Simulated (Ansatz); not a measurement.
Ansatz results at the PBE0-D4/def2-TZVP geometry: size of the dipole moment (PBE/def2-TZVPP) 1.67 D; LUMO energy (PBE0/def2-TZVPP) -0.61 eV; HOMO–LUMO gap (PBE0/def2-TZVPP) 5.28 eV.

Each molecule was computed in one conformer, which needn't be the lowest.

Which molecule gave them?
A. `CC1C=NCO1`
B. `CCN=C=CO`
C. `CC(=N)C(C)=O`
D. `B[SiH2]C[SiH3]`

B. The others give `CC1C=NCO1`: 1.53, -0.33, 6.99; `CC(=N)C(C)=O`: 1.85, -1.84, 5.43; `B[SiH2]C[SiH3]`: 1.03, -2.43, 5.59.
